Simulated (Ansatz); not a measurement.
Ansatz results at the PBE0-D4/def2-TZVP geometry: LUMO energy (PBE0/def2-TZVPP) -1.80 eV; size of the dipole moment (ωB97M-V/def2-TZVPP) 1.76 D; LUMO energy (ωB97M-V/def2-TZVPP) -0.05 eV.

Each molecule was computed in one conformer, which needn't be the lowest.

Which molecule gave them?
A. `[CH3][AlH][C](=N)[SeH]`
B. `OC=C(Cl)Cl`
C. `[NH2][GeH]1[O][AlH]1`
D. `C=CN[SiH2][AlH2]`

A. The others give `C=CN[SiH2][AlH2]`: -1.44, 4.07, 0.56; `OC=C(Cl)Cl`: 0.06, 0.64, 2.22; `[NH2][GeH]1[O][AlH]1`: -1.41, 1.55, 0.24.
